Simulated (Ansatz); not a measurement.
Reaction (hydrogen abstraction from a C–H bond): `C[CH2][GeH3]` + `[OH]`• → `[CH2][CH2][GeH3]`• + H₂O

Calculated with Ansatz (gas phase, PBE0-D4/def2-TZVP geometries, no zero-point term in ΔE). CCSD(T)/CBS adds triple-zeta CCSD(T) − MP2 to the extrapolated MP2 energy (def2 sets, frozen cores). This one scheme is used for every species. Functionals use def2-TZVPP. No spin–orbit coupling; open shells (•) take unrestricted orbitals. For Ge outer-core shells are correlated without core-valence functions, which leaves a few kJ/mol of doubt a bond. Scalar relativity is left out up to krypton.

```csv
level,ΔE (kcal/mol)
revPBE-D4,-20.1
CCSD(T)/def2-SVP,-12.7
```

Problem. What does CCSD(T)/CBS give? (Best estimate.)

Solution. Ansatz gave: -19.9 kcal/mol. The listed levels differ from it by -0.2, 7.2 kcal/mol.

Largest T1 diagnostic among the species: 0.013.

From r2SCAN to r2SCAN0 (25 % exact exchange), in def2-TZVPP and without D4, ΔE moves by +2.4 kcal/mol. At CCSD(T), def2-SVP lies +7.2 kcal/mol from the extrapolated value and def2-TZVPP +2.2 kcal/mol.
